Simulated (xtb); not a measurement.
F3OSi (SMILES [O][Si](F)(F)F), doublet, from a rough starting geometry; GFN2-xTB (xtb 6.7.1).

xtb was given this input:
```
$ xtb mol.xyz --gfn 2 --uhf 1 --opt vtight --json

# file mol.xyz
5

O      1.59676293    -0.23502611     0.19715990
Si     0.09300681     0.03763240     0.00820628
F     -0.41503933     1.46039293    -0.32789230
F     -0.76379105    -0.43561611     1.29719820
F     -0.51675530    -0.89672353    -1.21023039
```

Q: Predict the main parts of the log of this xtb run.

A: 
```
   ID    Z sym.   atoms
    1    8 O      1
    2   14 Si     2
    3    9 F      3-5

           -------------------------------------------------
          |                Calculation Setup                |
           -------------------------------------------------

           -------------------------------------------------
          |                 G F N 2 - x T B                 |
           -------------------------------------------------

          ...................................................
          :                      SETUP                      :
          :.................................................:
          :  # basis functions                  26          :
          :  # atomic orbitals                  25          :
          :  # shells                           11          :
          :  # electrons                        31          :
          :  max. iterations                   250          :
          :  Hamiltonian                  GFN2-xTB          :
          :  restarted?                      false          :
          :  GBSA solvation                  false          :
          :  PC potential                    false          :
          :  electronic temp.          300.0000000     K    :
          :  accuracy                    1.0000000          :
          :  -> integral cutoff          0.2500000E+02      :
          :  -> integral neglect         0.1000000E-07      :
          :  -> SCF convergence          0.1000000E-05 Eh   :
          :  -> wf. convergence          0.1000000E-03 e    :
          :  Broyden damping             0.4000000          :
          :  net charge                          0          :
          :  unpaired electrons                  1          :
          ...................................................

 iter      E             dE          RMSdq      gap      omega  full diag
   1    -20.1125367 -0.201125E+02  0.835E+00   11.51       0.0  T
   2    -19.9981680  0.114369E+00  0.649E+00   10.70       1.0  T
   3    -20.1029607 -0.104793E+00  0.622E+00    9.65       1.0  T
   4    -20.1126461 -0.968543E-02  0.424E+00    9.76       1.0  T
   5    -20.1398432 -0.271971E-01  0.176E+00   10.39       1.0  T
   6    -20.1427051 -0.286189E-02  0.152E+00   10.45       1.0  T
   7    -20.1432328 -0.527712E-03  0.150E+00   10.49       1.0  T
   8    -20.1486834 -0.545059E-02  0.960E-01   10.56       1.0  T
   9    -20.1532675 -0.458411E-02  0.527E-01   10.62       1.0  T
  10    -20.1523886  0.878954E-03  0.572E-01   10.61       1.0  T
  11    -20.1512797  0.110887E-02  0.696E-01   10.61       1.0  T
  12    -20.1528278 -0.154806E-02  0.462E-01   10.64       1.0  T
  13    -20.1412255  0.116023E-01  0.158E+00   10.63       1.0  T
  14    -20.1453626 -0.413715E-02  0.130E+00   10.64       1.0  T
  15    -20.1442931  0.106948E-02  0.138E+00   10.64       1.0  T
  16    -20.1441247  0.168450E-03  0.139E+00   10.64       1.0  T
  17    -20.1433815  0.743234E-03  0.143E+00   10.64       1.0  T
  18    -20.1465715 -0.319006E-02  0.121E+00   10.64       1.0  T
  19    -20.1498901 -0.331862E-02  0.898E-01   10.65       1.0  T
  20    -20.1529145 -0.302435E-02  0.415E-01   10.65       1.0  T
  21    -20.1535907 -0.676217E-03  0.149E-01   10.65       1.0  T
  22    -20.1536736 -0.828620E-04  0.858E-02   10.65       1.0  T
  23    -20.1536956 -0.220783E-04  0.649E-02   10.65       1.0  T
  24    -20.1536987 -0.308082E-05  0.363E-02   10.65       1.2  T
  25    -20.1536998 -0.106886E-05  0.268E-02   10.65       1.7  T
  26    -20.1537034 -0.364618E-05  0.335E-03   10.65      13.3  T
  27    -20.1537031  0.353696E-06  0.967E-03   10.65       4.6  T
  28    -20.1537026  0.436734E-06  0.130E-02   10.65       3.5  T
  29    -20.1537032 -0.590649E-06  0.692E-03   10.65       6.5  T
  30    -20.1537035 -0.226069E-06  0.132E-03   10.65      33.9  T
  31    -20.1537035 -0.783396E-08  0.115E-04   10.65     387.2  T
  32    -20.1537035  0.163087E-09  0.202E-04   10.65     221.2  T

   *** convergence criteria satisfied after 32 iterations ***

         :::::::::::::::::::::::::::::::::::::::::::::::::::::
         ::                     SUMMARY                     ::
         :::::::::::::::::::::::::::::::::::::::::::::::::::::
         :: total energy             -20.087661868903 Eh    ::
         :: gradient norm              0.059007522331 Eh/a0 ::
         :: HOMO-LUMO gap             10.646039177143 eV    ::
         ::.................................................::
         :: SCC energy               -20.153703259772 Eh    ::
         :: -> isotropic ES            0.050765590838 Eh    ::
         :: -> anisotropic ES          0.000039279069 Eh    ::
         :: -> anisotropic XC         -0.005888280773 Eh    ::
         :: -> dispersion             -0.002328529710 Eh    ::
         :: repulsion energy           0.066041390870 Eh    ::
         :: add. restraining           0.000000000000 Eh    ::
         :: total charge              -0.000000000003 e     ::
         :::::::::::::::::::::::::::::::::::::::::::::::::::::

      -----------------------------------------------------------
     |                   =====================                   |
     |                        A N C O P T                        |
     |                   =====================                   |
     |               Approximate Normal Coordinate               |
     |                Rational Function Optimizer                |
      -----------------------------------------------------------
      -----------------------------------------------------------
     |                   =====================                   |
     |                        A N C O P T                        |
     |                   =====================                   |
     |               Approximate Normal Coordinate               |
     |                Rational Function Optimizer                |
[...]
 * total energy  :   -20.0876619 Eh     change       -0.1582094E-09 Eh
 * total energy  :   -20.0892260 Eh     change       -0.1564104E-02 Eh
 * total energy  :   -20.0905200 Eh     change       -0.1293984E-02 Eh
 * total energy  :   -20.0906024 Eh     change       -0.8244692E-04 Eh
 * total energy  :   -20.0907944 Eh     change       -0.1920008E-03 Eh
 * total energy  :   -20.0908172 Eh     change       -0.2278808E-04 Eh
 * total energy  :   -20.0908794 Eh     change       -0.6216986E-04 Eh
 * total energy  :   -20.0908958 Eh     change       -0.1642094E-04 Eh
 * total energy  :   -20.0908980 Eh     change       -0.2182518E-05 Eh
 * total energy  :   -20.0908988 Eh     change       -0.8373762E-06 Eh
 * total energy  :   -20.0908991 Eh     change       -0.3265876E-06 Eh
 * total energy  :   -20.0908992 Eh     change       -0.8659440E-07 Eh
   *** GEOMETRY OPTIMIZATION CONVERGED AFTER 12 ITERATIONS ***
[...]
          :  -> wf. convergence          0.1000000E-03 e    :
          :  Broyden damping             0.4000000          :
          :  net charge                          0          :
          :  unpaired electrons                  1          :
          ...................................................

 iter      E             dE          RMSdq      gap      omega  full diag
   1    -20.1548891 -0.201549E+02  0.483E-05   11.07       0.0  T
   2    -20.1548891  0.194333E-11  0.474E-05   11.07     942.8  T
   3    -20.1548891 -0.412825E-11  0.258E-05   11.07    1734.6  T

   *** convergence criteria satisfied after 3 iterations ***

         :::::::::::::::::::::::::::::::::::::::::::::::::::::
         ::                     SUMMARY                     ::
         :::::::::::::::::::::::::::::::::::::::::::::::::::::
         :: total energy             -20.090899217386 Eh    ::
         :: gradient norm              0.000098589478 Eh/a0 ::
         :: HOMO-LUMO gap             11.067781511681 eV    ::
         ::.................................................::
         :: SCC energy               -20.154888866491 Eh    ::
         :: -> isotropic ES            0.050910066338 Eh    ::
         :: -> anisotropic ES         -0.000117620513 Eh    ::
         :: -> anisotropic XC         -0.005521287812 Eh    ::
         :: -> dispersion             -0.002330128426 Eh    ::
         :: repulsion energy           0.063989649104 Eh    ::
         :: add. restraining           0.000000000000 Eh    ::
         :: total charge               0.000000000000 e     ::
         :::::::::::::::::::::::::::::::::::::::::::::::::::::

           -------------------------------------------------
          |                Property Printout                |
           -------------------------------------------------

    * Orbital Energies and Occupations

         #    Occupation            Energy/Eh            Energy/eV
      -------------------------------------------------------------
         1        2.0000           -0.9714535             -26.4346
       ...           ...                  ...                  ...
         4        2.0000           -0.7615544             -20.7229
         5        2.0000           -0.6604737             -17.9724
         6        2.0000           -0.5965107             -16.2319
         7        2.0000           -0.5964764             -16.2309
         8        2.0000           -0.5964738             -16.2309
         9        2.0000           -0.5703805             -15.5208
        10        2.0000           -0.5703787             -15.5208
        11        2.0000           -0.5598907             -15.2354
        12        2.0000           -0.5598867             -15.2353
        13        2.0000           -0.5588326             -15.2066
        14        2.0000           -0.5556264             -15.1194
        15        1.5004           -0.5457231             -14.8499
        16        1.4997           -0.5457204             -14.8498 (HOMO)
        17                         -0.1389869              -3.7820 (LUMO)
        18                         -0.1389187              -3.7802
        19                         -0.1075596              -2.9268
        20                          0.0472370               1.2854
        21                          0.0472733               1.2864
        22                          0.2870331               7.8106
        23                          0.8111131              22.0715
        24                          0.9344529              25.4278
        25                          0.9345139              25.4294
      -------------------------------------------------------------
                  HL-Gap            0.4067335 Eh           11.0678 eV
             Fermi-level           -0.4440376 Eh          -12.0829 eV

     #   Z          covCN         q      C6AA      α(0)
     1   8 O        0.771    -0.192    17.967     5.681
     2  14 Si       2.886     0.713   163.935    28.069
     3   9 F        0.705    -0.174    10.979     3.912
     4   9 F        0.705    -0.174    10.979     3.912
     5   9 F        0.705    -0.174    10.978     3.912

 Mol. C6AA /au·bohr⁶  :        679.746649
 Mol. C8AA /au·bohr⁸  :      26658.292340
 Mol. α(0) /au        :         45.487623

Wiberg/Mayer (AO) data.
largest (>0.10) Wiberg bond orders for each atom

 ---------------------------------------------------------------------------
     #   Z sym  total        # sym  WBO       # sym  WBO       # sym  WBO
 ---------------------------------------------------------------------------
     1   8 O    1.598 --     2 Si   1.378
     2  14 Si   4.596 --     1 O    1.378     3 F    1.073     4 F    1.073
                             5 F    1.073
     3   9 F    1.234 --     2 Si   1.073
     4   9 F    1.233 --     2 Si   1.073
     5   9 F    1.233 --     2 Si   1.073
 ---------------------------------------------------------------------------

Topologies differ in total number of bonds
Writing topology from bond orders to xtbtopo.mol

molecular dipole:
                 x           y           z       tot (Debye)
 q only:        0.053      -0.006       0.006
   full:       -0.062       0.007      -0.007       0.160
molecular quadrupole (traceless):
                xx          xy          yy          xz          yz          zz
 q only:       -0.425       0.067       0.214      -0.079       0.009       0.211
  q+dip:       -0.420       0.071       0.210      -0.076       0.009       0.209
   full:       -1.195       0.198       0.600      -0.219       0.025       0.595

optimized geometry written to: xtbopt.xyz

           -------------------------------------------------
          | TOTAL ENERGY              -20.090899217386 Eh   |
          | GRADIENT NORM               0.000098589478 Eh/α |
          | HOMO-LUMO GAP              11.067781511681 eV   |
           -------------------------------------------------

normal termination of xtb
```
